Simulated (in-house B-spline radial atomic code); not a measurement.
Computed with a B-spline radial atomic code. Model: two electrons, singlet ground state, non-relativistic, full CI in B-splines with partial waves to l = 8 (at full coupling up to 3e-4 hartree above the limit, correlation up to 0.6 % small), density held at that of full coupling by Lieb maximisation.

W(λ) is the mean repulsion in the state of coupling λ less the Hartree energy of the fixed density. Its start is exact exchange, its initial slope is twice the second-order Görling-Levy correlation energy, and its area from 0 to 1 is E_xc. A straight curve means weak, dynamic correlation, and a curve that drops fast and flattens means strong correlation.

Command:
```bash
python run_ac.py task.json out
```
Settings (lengths in bohr, energies in hartree):
```
potential              yukawa
strength               3.43
lmax                   8
second                 0.898
```

Cost of the run: 13 s on 1 thread of Intel(R) Xeon(R) Processor @ 2.30GHz, with other jobs on the host.

**W = mean repulsion less Hartree energy, and W of three functionals.**

Given: confinement screened point charge; nuclear charge 3.43; screening of the nucleus 0.898 1/bohr; external potential -Z exp(-k r)/r.

Computed: PBE exchange minus exact 20.077 millihartree; SCAN exchange minus exact -9.0666 millihartree.

```json
{"coupling": "0", "W xc (hartree)": "-1.7879", "W xc minus exchange (millihartree)": "0", "kinetic minus Kohn-Sham (millihartree)": "0", "LDA (PW92) W minus its exchange (millihartree)": "0", "PBE W minus its exchange (millihartree)": "0", "SCAN W minus its exchange (millihartree)": "0"}
{"coupling": "0.02", "W xc (hartree)": "-1.7898", "W xc minus exchange (millihartree)": "-1.923", "kinetic minus Kohn-Sham (millihartree)": "0", "LDA (PW92) W minus its exchange (millihartree)": "-13.19", "PBE W minus its exchange (millihartree)": "-1.76", "SCAN W minus its exchange (millihartree)": "-1.83"}
{"coupling": "0.05", "W xc (hartree)": "-1.7927", "W xc minus exchange (millihartree)": "-4.79", "kinetic minus Kohn-Sham (millihartree)": "0.1", "LDA (PW92) W minus its exchange (millihartree)": "-27.47", "PBE W minus its exchange (millihartree)": "-4.43", "SCAN W minus its exchange (millihartree)": "-4.52"}
{"coupling": "0.12", "W xc (hartree)": "-1.7993", "W xc minus exchange (millihartree)": "-11.393", "kinetic minus Kohn-Sham (millihartree)": "0.7", "LDA (PW92) W minus its exchange (millihartree)": "-53.68", "PBE W minus its exchange (millihartree)": "-10.72", "SCAN W minus its exchange (millihartree)": "-10.66"}
{"coupling": "0.25", "W xc (hartree)": "-1.8113", "W xc minus exchange (millihartree)": "-23.347", "kinetic minus Kohn-Sham (millihartree)": "2.9", "LDA (PW92) W minus its exchange (millihartree)": "-91.47", "PBE W minus its exchange (millihartree)": "-22.37", "SCAN W minus its exchange (millihartree)": "-21.61"}
{"coupling": "0.4", "W xc (hartree)": "-1.8246", "W xc minus exchange (millihartree)": "-36.663", "kinetic minus Kohn-Sham (millihartree)": "7.2", "LDA (PW92) W minus its exchange (millihartree)": "-126.56", "PBE W minus its exchange (millihartree)": "-35.6", "SCAN W minus its exchange (millihartree)": "-33.66"}
{"coupling": "0.6", "W xc (hartree)": "-1.8416", "W xc minus exchange (millihartree)": "-53.664", "kinetic minus Kohn-Sham (millihartree)": "15.7", "LDA (PW92) W minus its exchange (millihartree)": "-165.49", "PBE W minus its exchange (millihartree)": "-52.76", "SCAN W minus its exchange (millihartree)": "-48.9"}
{"coupling": "0.8", "W xc (hartree)": "?", "W xc minus exchange (millihartree)": "?", "kinetic minus Kohn-Sham (millihartree)": "?", "LDA (PW92) W minus its exchange (millihartree)": "?", "PBE W minus its exchange (millihartree)": "?", "SCAN W minus its exchange (millihartree)": "?"}
{"coupling": "1", "W xc (hartree)": "-1.8732", "W xc minus exchange (millihartree)": "-85.301", "kinetic minus Kohn-Sham (millihartree)": "40.9", "LDA (PW92) W minus its exchange (millihartree)": "-227.92", "PBE W minus its exchange (millihartree)": "-85.12", "SCAN W minus its exchange (millihartree)": "-77"}
{"coupling": "1.4", "W xc (hartree)": "-1.902", "W xc minus exchange (millihartree)": "-114.12", "kinetic minus Kohn-Sham (millihartree)": "75.4", "LDA (PW92) W minus its exchange (millihartree)": "-278.02", "PBE W minus its exchange (millihartree)": "-114.92", "SCAN W minus its exchange (millihartree)": "-102.47"}
{"coupling": "2", "W xc (hartree)": "-1.9407", "W xc minus exchange (millihartree)": "-152.81", "kinetic minus Kohn-Sham (millihartree)": "140.9", "LDA (PW92) W minus its exchange (millihartree)": "-339.18", "PBE W minus its exchange (millihartree)": "-155.27", "SCAN W minus its exchange (millihartree)": "-136.68"}
{"coupling": "3", "W xc (hartree)": "-1.9953", "W xc minus exchange (millihartree)": "-207.38", "kinetic minus Kohn-Sham (millihartree)": "276.4", "LDA (PW92) W minus its exchange (millihartree)": "-418.29", "PBE W minus its exchange (millihartree)": "-212.9", "SCAN W minus its exchange (millihartree)": "-185.37"}
{"coupling": "4.5", "W xc (hartree)": "?", "W xc minus exchange (millihartree)": "?", "kinetic minus Kohn-Sham (millihartree)": "?", "LDA (PW92) W minus its exchange (millihartree)": "?", "PBE W minus its exchange (millihartree)": "?", "SCAN W minus its exchange (millihartree)": "?"}
{"coupling": "7", "W xc (hartree)": "-2.1368", "W xc minus exchange (millihartree)": "-348.83", "kinetic minus Kohn-Sham (millihartree)": "952.4", "LDA (PW92) W minus its exchange (millihartree)": "-608.05", "PBE W minus its exchange (millihartree)": "-369.13", "SCAN W minus its exchange (millihartree)": "-317.29"}
{"coupling": "10", "W xc (hartree)": "-2.1993", "W xc minus exchange (millihartree)": "-411.38", "kinetic minus Kohn-Sham (millihartree)": "1478", "LDA (PW92) W minus its exchange (millihartree)": "-692.2", "PBE W minus its exchange (millihartree)": "-443.87", "SCAN W minus its exchange (millihartree)": "-379.55"}
```

Problem. What belongs in the row 0.8?

Solution. W xc (hartree): -1.8578; W xc minus exchange (millihartree): -69.858; kinetic minus Kohn-Sham (millihartree): 27; LDA (PW92) W minus its exchange (millihartree): -198.69; PBE W minus its exchange (millihartree): -69.27; SCAN W minus its exchange (millihartree): -63.32.

Problem. What belongs in the row 4.5?

Solution. W xc (hartree): -2.0598; W xc minus exchange (millihartree): -271.85; kinetic minus Kohn-Sham (millihartree): 516; LDA (PW92) W minus its exchange (millihartree): -506.01; PBE W minus its exchange (millihartree): -282.51; SCAN W minus its exchange (millihartree): -244.2.

Problem. What is the LDA exchange minus exact?

Solution. 246.41 millihartree.

**Energy parts, natural occupations and partial-wave weights.**

Computed: total energy -4.7827 hartree; exchange energy -1.7879 hartree; correlation energy -0.044396 hartree; initial slope twice GL2 -0.096418 hartree; Hartree energy 3.5759 hartree; Kohn-Sham kinetic 8.7099 hartree; Lieb Oxford ratio E_xc over LDA exchange 1.1886.

| natural | occupation of the shell (electrons) |
| --- | --- |
| s | 1.994 |
| p | 0.0028205 |
| s | ? |
| d | 0.00013835 |
| p | 0.00011042 |
| s | 5.9056e-05 |

Problem. What belongs in the row s?

Solution. occupation of the shell (electrons): 0.0027854.

| wave | weight |
| --- | --- |
| s | 0.99844 |
| p | ? |
| d | 7.8241e-05 |
| f | 1.1228e-05 |
| g | 2.6267e-06 |

Problem. What belongs in the row p?

Solution. weight: 0.0014713.

Problem. What is the kinetic part over minus potential part?

Solution. 0.47954.

Problem. What is the kinetic part of the DFT correlation energy?

Solution. 0.040905 hartree.

Half-way to full coupling W has made 53 % of its drop, against 50 % for a straight line, and second-order (GL2) theory, half the initial slope, overshoots the correlation energy by about 9 %: a moderate bend, as in light atoms. Over couplings 0 to 1 the errors in E_xc come to about +153 millihartree for LDA, +21 millihartree for PBE, -5.1 millihartree for SCAN, so SCAN is nearest. In LDA and SCAN the errors of exchange and correlation have opposite signs, so the sum is smaller than the larger of the two.
